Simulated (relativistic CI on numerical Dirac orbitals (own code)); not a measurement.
# What each ingredient does to the levels of Re XLII

Base calculation: Dirac-Coulomb-Breit CI, KLI orbitals optimised for each configuration, model QED, unscaled Slater integrals.

Configuration list (outside the closed core [Ar] 3d10): 4s²4p⁴, 4s4p⁵, 4s²4p³4d, 4p⁶, 4s4p⁴4d, 4s²4p³4f, 4s4p⁴4f, 4p⁵4d, 4s4p³4d², 4s²4p²4d4f, 4p⁵4f, 4p⁴4d², 4p³4d³, 4p³4d²4f. Double excitations out of closed p, d and f shells are left out; levels of such configurations are missing from the list, as are those of other unlisted configurations, and high levels can miss mixing partners.

The lowest level and the first level of each name with at least 55 % of one term (blank where a level has no safe partner in the second run):

| Level | Base (eV) | Shift (eV) |
| --- | --- | --- |
| 4s²4p⁴ ³P2 | 0.000 | 0.000 |
| 4s²4p⁴ ¹S0 | 10.400 | -1.062 |
| 4s²4p⁴ ³P1 | 99.001 | +0.282 |
| 4s²4p⁴ ¹D2 | 103.777 | -0.188 |
| 4s²4p³4d ³P°0 | 158.037 | +0.689 |
| 4s4p⁵ ³P°2 | 204.938 | +1.025 |
| 4s²4p⁴ ³P0 | 207.038 | -0.334 |
| 4s²4p³4d ³G°5 | 279.170 | +0.731 |
| 4s4p⁵ ³P°0 | 307.896 | +0.935 |
| 4s4p⁴4d ³P0 | 372.084 | +0.793 |
| 4s4p⁴4d ³D1 | 373.294 | +0.027 |

At this charge energies of transitions that change n are usually good to better than 1 %, and those within a shell (Δn = 0) to a few per cent.

One thing was changed in a second run, which moved the levels as shown. Which?
A. Breit term removed
B. one mean potential for all configurations
C. QED terms removed
D. valence Slater integrals scaled by 0.9
E. configuration mixing switched off

D. Valence Slater integrals scaled by 0.9. Scaling acts on the splittings between terms and on the mixing, and leaves the fine structure of pure LS terms nearly alone; in jj coupling it moves the levels of one term differently.

LS names give the leading component of a level, which can be under half, so a name can repeat, a term be missing and a line seem to break the LS rules.
